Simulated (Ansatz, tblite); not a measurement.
Cost and result up the ladder for Ga8As9H24⁺, a nanocrystal cut from zinc blende GaAs (hydrogen-capped) (41 atoms). Charge 1, multiplicity 1. Geometry: PBE-D4/def2-SVP.

```xyz
41

Ga    2.0562    0.5522   -4.7077
Ga    2.3724   -2.2574   -0.8771
Ga   -0.7862    3.1756    3.1303
Ga    0.7819   -0.9644    2.9750
Ga    0.7349    1.2764   -0.4275
Ga   -1.3286   -1.6865   -2.3990
Ga   -2.8405   -0.1310    1.0311
Ga   -1.2147   -3.9916    1.0610
As    1.9576    1.8610   -2.4948
As    0.4140    3.3482    0.9420
As    1.9196   -0.4240    0.8475
As    0.1453   -1.0602   -4.3370
As    0.0294   -3.1228   -0.9552
As    0.4526    1.2698    4.1307
As   -2.8501    2.0120    2.3782
As   -1.4322   -1.7352    2.2444
As   -1.4801    0.3892   -0.9756
H     1.5719    1.6173   -5.7559
H     3.3973   -0.2528   -4.6016
H     3.3722   -3.2807   -0.2325
H     2.6244   -1.3948   -2.1863
H    -0.9268    4.5095    3.9391
H     1.5877   -1.8835    3.9606
H    -2.7699   -2.0872   -2.8836
H    -4.3315   -0.5210    0.7294
H    -0.2008   -4.8029    1.9482
H    -2.6719   -4.3772    0.6132
H     3.3615    2.1785   -1.9905
H     1.5240    3.3020   -2.7545
H     1.7616    4.0178    1.1830
H    -0.2286    4.4531    0.1114
H     3.2180    0.2918    1.2168
H     0.6740   -2.4106   -4.8079
H    -0.8244   -0.8296   -5.4930
H     0.1503   -4.3510   -1.8562
H     1.7793    1.8374    4.6240
H    -0.1915    1.0568    5.4961
H    -3.6793    1.8096    3.6412
H    -3.7352    3.0686    1.7256
H    -2.1957   -1.9610    3.5474
H    -2.1984    1.4986   -1.7402
```

Ansatz on 11 threads of AMD EPYC 7R13 on a shared host and a whole NVIDIA H100 80GB HBM3; xTB runs through tblite on one thread. Times are rough, summed over both states, and most runs start from the orbitals of an earlier one. PBE0-D4/def2-TZVP serves as the yardstick here, not as an exact answer. The other state is a triplet.

The xTB rows come from tblite. Single mean-field runs in def2-TZVP are fitted with def2-universal-jkfit.

xTB has no spin-polarisation term.

```csv
level,functions,vertical triplet (eV),difference from PBE0-D4/def2-TZVP (eV)
PBE0-D4/def2-TZVP,960,4.51,0.00
PBE-D4/def2-TZVP (with forces),960,3.85,-0.66
GFN2-xTB,177,4.00,-0.52
GFN1-xTB,201,3.76,-0.75
```

(1) Estimate how long each takes.

Answers

(1) GFN1-xTB 0.72 s; GFN2-xTB 0.81 s; PBE-D4/def2-TZVP (with forces) 20 s; PBE0-D4/def2-TZVP 31 s. On shared hardware such times vary by a factor of up to 3.
